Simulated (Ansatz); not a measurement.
Input file for C2H9InS (`C[S+](C)[InH3-]`):

```yaml
crystal:
  periodic: [false, false, false]
  atoms:
    - {symbol: C, position_ang: [-0.467057, 1.562652, -0.561949]}
    - {symbol: S, position_ang: [-0.688589, 0.286219, 0.681658]}
    - {symbol: C, position_ang: [0.946270, 0.263627, 1.424382]}
    - {symbol: In, position_ang: [-0.583700, -1.974104, -0.872683]}
    - {symbol: H, position_ang: [-1.399706, 1.627460, -1.121396]}
    - {symbol: H, position_ang: [-0.265491, 2.519435, -0.079062]}
    - {symbol: H, position_ang: [0.337367, 1.297108, -1.247799]}
    - {symbol: H, position_ang: [0.944671, -0.527043, 2.173965]}
    - {symbol: H, position_ang: [1.147566, 1.220948, 1.906315]}
    - {symbol: H, position_ang: [1.706249, 0.038243, 0.676299]}
    - {symbol: H, position_ang: [-0.588483, -1.090790, -2.369422]}
    - {symbol: H, position_ang: [-2.022883, -2.777000, -0.353865]}
    - {symbol: H, position_ang: [0.954185, -2.481655, -0.241744]}
basis:
  gaussian: {orbitals: def2-TZVPP}
correlation: {method: ccsd_t}
output: {orbitals: {seedname: orbitals}}
```

```sh
$ ansatz run in.yaml --threads 4 --pin off --events-out ev --progress --plain
```

The program prints (abridged):

```
Functional definition: HF
  name "HF"
  cite "Fock, Z. Phys. 61, 126 (1930) doi:10.1007/BF01340294"
  parent pbe
  exchange = exact_x
  correlation = 0
1780 factors; integrals over basis functions are off by at most 9.3e-4 eV
mean field evaluation 1: about -18167.4133 eV, gradient 2.6e1 eV
mean field evaluation 2: about -18167.5898 eV, gradient 2.6e1 eV
mean field evaluation 4: about -18169.7429 eV, gradient 3.3e0 eV
mean field evaluation 8: about -18169.7800 eV, gradient 1.5e-1 eV
mean field -18169.78011627 eV, -667.7271033536 hartree, gradient 8.8e-7 eV, S^2 0.000000; 0 other end points of the search recorded, 0 dependent functions left out
11 core orbitals not correlated: weight in the atoms' cores, before any rotation towards them, 1.000 or more for the frozen orbitals, at most 0.000 for the correlated occupied ones
reference -18169.78011627 eV, -667.7271033536 hartree; 18, 18 occupied and 251, 251 virtual orbitals, 1780 factors
second order -23.28946462 eV of doubles, -0.00000000 eV of singles
cycle   1  -23.97067150 eV  change   -6.8e-1 eV  update   1.1e-1
cycle   2  -24.63173785 eV  change   -6.6e-1 eV  update   3.2e-2
cycle   3  -24.72069205 eV  change   -8.9e-2 eV  update   1.4e-2
cycle   4  -24.71219210 eV  change    8.5e-3 eV  update   3.4e-3
cycle   5  -24.71119798 eV  change    9.9e-4 eV  update   1.2e-3
cycle   6  -24.71110052 eV  change    9.7e-5 eV  update   3.4e-4
cycle   7  -24.71097303 eV  change    1.3e-4 eV  update   1.2e-4
cycle   8  -24.71098147 eV  change   -8.4e-6 eV  update   4.0e-5
perturbative correction -0.89209924 eV, -0.0327840424 hartree
Total energy: -18195.38319698 eV, -668.6679992154 hartree
```

Hardware: 4 threads of a server CPU on a shared host. Wall time 3.9 min, peak host memory 8.5 GiB.

Correlation energy per correlated electron: -0.711 eV. T1 diagnostic: 0.0123.
